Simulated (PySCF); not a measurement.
SMILES [CH2]Oc1ccccc1 (C7H7O), doublet (GFN2-xTB optimised geometry):

```
15

C     -0.998     2.480     0.000
O     -1.464     1.228     0.000
C     -0.690     0.123     0.000
C     -1.384    -1.097     0.000
C     -0.696    -2.289     0.000
C      0.693    -2.298     0.000
C      1.383    -1.097     0.000
C      0.710     0.109     0.000
H     -1.757     3.233     0.003
H      0.046     2.718     0.004
H     -2.463    -1.071     0.000
H     -1.242    -3.221     0.000
H      1.231    -3.233     0.000
H      2.463    -1.097     0.000
H      1.272     1.029     0.000
```

Calculation: unrestricted PBE0/def2-TZVP run with PySCF 2.14.0.

### Question
What are the frontier orbital energies (α orbitals alone; a β orbital can be the lowest empty one) and the dipole moment?

### Answer
HOMO-2 -7.51 eV, HOMO-1 -7.32 eV, HOMO -5.16 eV, LUMO -0.27 eV, LUMO+1 0.11 eV; dipole moment 0.65 D.

On the same geometry unrestricted PBE/def2-TZVP run with PySCF gives HOMO-2 -6.47 eV, HOMO-1 -6.23 eV, HOMO -3.92 eV, LUMO -1.19 eV, LUMO+1 -0.79 eV; dipole moment 0.56 D.

Meta-Löwdin charges at PBE0/def2-TZVP: C1 -0.15, O2 -0.24, C3 0.20, C4 -0.15, C5 -0.11, C6 -0.14, C7 -0.11, C8 -0.18, H9 0.14, H10 0.12, H11 0.13, H12 0.13, H13 0.12, H14 0.13, H15 0.12.
